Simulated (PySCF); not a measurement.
# Dipole moment and polarisability of `C[BH2-][AsH3+]`

Compound: CH₈AsB.
Geometry (PBE0-D3(BJ)/def2-SVP, Å), atoms numbered from 1 in this order:
```
atom  x, y, z in Å
C1    -1.4052    0.6829   -0.0810
B2    -0.5448   -0.6613    0.1165
As3    1.4881   -0.2010   -0.0091
H4    -2.4723    0.4118   -0.0094
H5    -1.2272    1.4485    0.6925
H6    -1.2722    1.1617   -1.0655
H7    -0.5605   -1.1709    1.2313
H8    -0.6109   -1.4984   -0.7766
H9     2.0485    0.3980   -1.2802
H10    2.1014    0.7721    0.9735
H11    2.4662   -1.3381    0.1561
```

Level: wB97X-D/def2-SVPD (PySCF), static field, nuclei fixed, core orbitals frozen in the response. The polarisability tensor in these axes (au):

```
x   78.83  0.08 -0.56
y    0.08 60.07 -0.54
z   -0.56 -0.54 56.85
```

Task: Give the principal values, the mean and the anisotropy Δα = √{½[(α1 − α2)² + (α2 − α3)² + (α1 − α3)²]}.

Result: Principal values 56.75, 60.16 and 78.85 au; mean 65.25 au = 9.67 Å³ = 10.76 × 10⁻⁴⁰ C²·m²/J; Δα = 20.61 au (32 % of the mean).

Task: What is the dipole moment, and where does it point?

Result: (3.50, 0.91, -0.23) D, 3.62 D in size, pointing from the negative to the positive side. Measured along this direction, the outermost atoms are H4 at the negative end and H9 and H10 at the positive end.

Task: Estimate the molar refractivity from the static electronic polarisability.

Result: Lorentz–Lorenz: R = (4π/3)N_A α = 2.5225 cm³/(mol·Å³) × 9.67 Å³ = 24.4 cm³/mol, in the limit of long wavelengths.

Task: What depolarisation ratio follows for Rayleigh scattering of linearly polarised light, taking the static tensor?

Result: ρ = 3Δα²/(45ᾱ² + 4Δα²) = 1274.2/(191603 + 1699.0) = 0.00659.

Task: Find the Langevin capture rate constant for H3+ (3.023 u) meeting this molecule (105.994 u), k = 2.342 × 10⁻⁹ cm³/s × √(α in Å³ / reduced mass in u).

Result: The reduced mass is 2.94 u, so k = 4.25 × 10⁻⁹ cm³/s. The formula leaves out the permanent dipole, which adds to the capture rate.

Task: Give the principal axes and the span of the nuclei along them.

Result: Largest value along (1.00, 0.01, -0.03), where the nuclei span 4.92 Å; middle along (-0.01, 0.99, -0.16), 2.70 Å; least along (0.02, 0.16, 0.99), 2.29 Å. The response follows the extents in order.

Geometry: PBE0-D3(BJ)/def2-SVP; no solvent, vibrations or thermal averaging. The calculation is non-relativistic, for arsenic too.
